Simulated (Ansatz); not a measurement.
`O[SiH2][GeH2][F]` + H₂S → `O[SiH2][GeH2][SH]` + H–F  (ligand exchange at a Ge–F bond)

Calculated with Ansatz (gas phase, PBE0-D4/def2-TZVP geometries, no zero-point term in ΔE). CCSD(T)/CBS is the MP2 limit (def2-TZVPP, def2-QZVPP) plus CCSD(T) − MP2 in def2-TZVPP, frozen cores. This one scheme is used for every species. Functionals use def2-TZVPP. For Ge outer-core shells are correlated without core-valence functions, which leaves a few kJ/mol of doubt a bond. Scalar relativity is left out up to krypton. One conformer a species, not always the lowest.

| species | ωB97X-V energy (Eh) |
| --- | --- |
| `O[SiH2][GeH2][F]` | -2544.44154 |
| H₂S | -399.34253 |
| `O[SiH2][GeH2][SH]` | -2843.32331 |
| H–F | -100.45411 |

Question: Work out ΔE.

Answer: ΔE = (-2843.32331) + (-100.45411) − (-2544.44154) − (-399.34253) = 0.00665 Eh = +4.2 kcal/mol. CCSD(T)/CBS gives +0.7 kcal/mol.

Largest T1 diagnostic among the species: 0.012.

In def2-TZVPP, CCSD(T) changes the Hartree–Fock value by −4.1 kcal/mol (the triples alone add −0.5 kcal/mol) and MP2 by −5.6 kcal/mol. The D4 term adds −1.9 kcal/mol with B3LYP and −1.1 kcal/mol with PBE0; it sums over pairs of atoms, weighted by their polarisabilities, and B3LYP, whose exchange is more repulsive, gets the larger term. From PBE to PBE0 (25 % exact exchange), in def2-TZVPP and without D4, ΔE moves by −1.2 kcal/mol.

B3LYP here is the variant with VWN-RPA as its local correlation; programs differ in this.
